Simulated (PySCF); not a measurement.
P²⁺: ionisation energy

P²⁺ [Ne] 3s2 3p1 (2P) → P³⁺ [Ne] 3s2 (1S), as a difference of total energies. Calculation: PySCF 2.14, in aug-cc-pwCVQZ (10s9p7d5f3g, 134 functions); the non-relativistic Hamiltonian (point nucleus). Correlated levels: valence: [Ne] frozen; valence and next inner shell: 1s2 frozen; nothing frozen. The calculations carry no spin-orbit coupling.

```tsv
method	ionisation energy (eV)	plus first-order spin-orbit estimate	error of that sum (eV)
UHF	29.591	29.632	-0.571
LDA	30.209	30.250	+0.047
PBE	30.247	30.287	+0.084
PBE0	30.268	30.308	+0.105
r2SCAN	30.378	30.418	+0.215
r2SCAN0	30.364	30.405	+0.202
revPBE	30.246	30.287	+0.084
M06	30.031	30.072	-0.131
MP2 (valence)	29.925	29.966	-0.237
SCS-MP2 (valence)	29.919	29.959	-0.244
MP2 (valence and next inner shell)	29.984	30.025	-0.178
SCS-MP2 (valence and next inner shell)	29.970	30.011	-0.192
MP2 (all electrons)	29.988	30.029	-0.174
SCS-MP2 (all electrons)	29.972	30.013	-0.190
```

Reference: 30.203 eV (measured; NIST Atomic Spectra Database, ionization energies).

A first-order spin-orbit estimate (lowest level to lowest level, LS coupling) adds 0.041 eV.
